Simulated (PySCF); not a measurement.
Values are calculated unless marked as measured or tabulated.
# C2H12NSi3

The system: C2H12NSi3, a small molecule (built as: Si site whose three back bonds go to SiH3, NHSiH3, CH3; end group CH2); neutral, doublet. The structure, one conformer, was relaxed in the gas phase by PBE0-D3(BJ)/def2-SVP. No frequency run checks that it is a minimum.

SMILES: [CH2][Si](C)([SiH3])N[SiH3]

```xyz
18

Si   -0.124    0.359    0.584
Si   -0.939    0.869   -1.569
N     1.133   -0.855    0.464
Si    1.914   -1.541   -0.927
C    -1.541   -0.255    1.658
C     0.537    1.941    1.280
H     0.140    1.400   -2.459
H    -1.590   -0.297   -2.247
H    -1.972    1.944   -1.408
H     1.547   -1.109    1.359
H     1.025   -1.321   -2.106
H     3.251   -0.936   -1.232
H     2.131   -3.009   -0.734
H    -2.328    0.511    1.742
H    -1.189   -0.490    2.675
H    -1.987   -1.165    1.228
H    -0.097    2.679    1.785
H     1.573    2.261    1.122
```
Atoms count from 1 in this order.

EPR values by unrestricted B3LYP, IGLO-III on C N Si, pcH-1 on H.

(1) Predict g and the largest hyperfine couplings. Where does the spin sit?

(2) How do the isotropic couplings move with BHandHLYP?

## Answers

(1) g = 2.0021, 2.0027, 2.0030. The spin sits on C6 (102 %, bonded to 1 Si + 2 H) by Mulliken populations.
```json
{"atom": "C6", "isotope": "13C", "isotropic (MHz)": "72.7", "dipolar, principal values (MHz)": "-71.6, -71.6, 143.2"}
{"atom": "H17", "isotope": "1H", "isotropic (MHz)": "-55.3", "dipolar, principal values (MHz)": "-34.8, -0.7, 35.5"}
{"atom": "H18", "isotope": "1H", "isotropic (MHz)": "-55.2", "dipolar, principal values (MHz)": "-34.8, -0.6, 35.5"}
{"atom": "Si2", "isotope": "29Si", "isotropic (MHz)": "-67.2", "dipolar, principal values (MHz)": "-11.5, 5.1, 6.4"}
{"atom": "Si1", "isotope": "29Si", "isotropic (MHz)": "45.0", "dipolar, principal values (MHz)": "-2.8, 0.6, 2.1"}
{"atom": "H8", "isotope": "1H", "isotropic (MHz)": "31.3", "dipolar, principal values (MHz)": "-1.3, -0.4, 1.8"}
```

(2) C6 72.7 to 93.3 MHz, H17 -55.3 to -64.6 MHz, H18 -55.2 to -64.7 MHz, Si2 -67.2 to -62.5 MHz.
